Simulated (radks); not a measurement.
Values are calculated unless marked as measured or tabulated.
Effect of the nuclear size on neutral tungsten, [Xe] 4f14 5d4 6s2. Code: a radial shooting solver on a logarithmic mesh with Libxc functionals. Model: Dirac Kohn-Sham, PBE, spin-unpolarised, spherical densities, finite nucleus; open shells fill j = l - 1/2 first; Fermi nuclear charge, rms radius 5.3658 fm. The rms radius is varied about that value; shifts are against it.

rms radius (fm) = 4.5287: total energy shift (eV) -17.1; density at nucleus (e/bohr^3) 1.511e+06; 1s1/2 shift (meV) -6950; 2s1/2 shift (meV) -979; 5s1/2 shift (meV) -8.82; 5p1/2 shift (meV) 0.553; 6s1/2 shift (meV) -0.586; 5d3/2 shift (meV) 0.567; 6p1/2 (empty) shift (meV) 0.200
rms radius (fm) = 4.9473: total energy shift (eV) -8.81; density at nucleus (e/bohr^3) 1.465e+06; 1s1/2 shift (meV) -3570; 2s1/2 shift (meV) -503; 5s1/2 shift (meV) -4.53; 5p1/2 shift (meV) 0.284; 6s1/2 shift (meV) -0.301; 5d3/2 shift (meV) 0.291; 6p1/2 (empty) shift (meV) 0.103
rms radius (fm) = 5.3658: total energy shift (eV) 0; density at nucleus (e/bohr^3) 1.424e+06; 1s1/2 shift (meV) 0.000; 2s1/2 shift (meV) 0.000; 5s1/2 shift (meV) 0.000; 5p1/2 shift (meV) 0.000; 6s1/2 shift (meV) 0.000; 5d3/2 shift (meV) 0.000; 6p1/2 (empty) shift (meV) 0.000
rms radius (fm) = 5.6609: total energy shift (eV) 6.49; density at nucleus (e/bohr^3) 1.398e+06; 1s1/2 shift (meV) 2630; 2s1/2 shift (meV) 371; 5s1/2 shift (meV) 3.34; 5p1/2 shift (meV) -0.209; 6s1/2 shift (meV) 0.222; 5d3/2 shift (meV) -0.215; 6p1/2 (empty) shift (meV) -0.076
rms radius (fm) = 6.5624: total energy shift (eV) 27.7; density at nucleus (e/bohr^3) 1.328e+06; 1s1/2 shift (meV) 11200; 2s1/2 shift (meV) 1580; 5s1/2 shift (meV) 14.3; 5p1/2 shift (meV) -0.890; 6s1/2 shift (meV) 0.947; 5d3/2 shift (meV) -0.916; 6p1/2 (empty) shift (meV) -0.323

Slopes of the eigenvalues against <r^2> in GHz/fm^2, as finite differences over the two radii next to the reference (eigenvalue slopes, not the field-shift constants of lines): 1s1/2 198000, 2s1/2 27900, 5s1/2 251, 5p1/2 -15.7, 6s1/2 16.7, 5d3/2 -16.2, 6p1/2 (empty) -5.71.
